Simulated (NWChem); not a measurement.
Species: CH₅NOSi₂; SMILES C1=N[SiH2][SiH2]O1

```xyz
10

C      1.6045    -0.0615     0.0000
N      1.0467    -1.2048     0.0000
Si    -0.7208    -1.1913     0.0000
Si    -0.7325     1.1553     0.0000
O      0.9982     1.1637     0.0000
H      2.6908     0.0558     0.0000
H     -1.2676    -1.8611     1.2085
H     -1.2676    -1.8611    -1.2085
H     -1.1869     1.8881    -1.2096
H     -1.1869     1.8881     1.2096
```
Atoms are numbered in this order, from 1.

Results from NWChem. Pople sets run with spherical d functions. Coordinates come from a B3LYP/6-31G* (spherical d) optimisation. Level: PBE0/6-31G* with SMD (1 M gas to 1 M solution), gas-phase geometry. Reactions with the solvent are ignored.

Predict the results for solvent cyclohexanone. Quantities: solvation free energy (kcal/mol); cavity-dispersion-structure term (kcal/mol); dipole in solution (D).


- solvation free energy (kcal/mol): -2.6
- cavity-dispersion-structure term (kcal/mol): 1.0
- dipole in solution (D): 2.06
